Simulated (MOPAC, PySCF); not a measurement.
[W(Cl)(OH)5], neutral singlet in the gas phase. 

Cartesian coordinates (Å):
```xyz
12

W     -0.6463     0.2134    -0.2649
Cl     0.4407     2.3968    -0.7317
O     -1.5887     0.1861    -1.9478
H     -1.1821    -0.1767    -2.7569
O      0.3011    -0.1402     1.3428
H      1.0308    -0.7695     1.4934
O      0.9012    -0.3543    -1.2463
H      1.5327     0.3367    -1.5356
O     -1.8793     1.3981     0.5249
H     -1.7384     2.3668     0.4625
O     -1.5631    -1.4399     0.1000
H     -2.2517    -1.6704    -0.5568
```
Charge 0, spin multiplicity 1.

All levels are single points at this geometry (BP86-D3(BJ)/def2-SVP); Pople sets use spherical d functions. Orbital energies aren't observables, and empty levels follow the basis.

| level | HOMO (eV) | LUMO (eV) | gap (eV) | dipole (D) | vertical IE, Delta-SCF (eV) |
|---|---|---|---|---|---|
| B3LYP-D3(BJ)/def2-TZVP in PySCF | -8.05 | -3.31 | 4.74 | 2.35 | – |
| TPSSh-D3(BJ)/def2-TZVP in PySCF | -7.54 | -3.43 | 4.11 | 2.39 | – |
| B3LYP/6-31G* (LANL2DZ on W) in PySCF | -7.93 | -3.43 | 4.51 | 2.63 | – |
| BP86/6-31G* (LANL2DZ on W) in PySCF | -6.85 | -3.85 | 3.00 | 2.64 | – |
| PBE/6-31G* (LANL2DZ on W) in PySCF | -6.75 | -3.73 | 3.02 | 2.63 | – |
| PM7 in MOPAC | -11.23 | -0.76 | 10.47 | 2.76 | – |
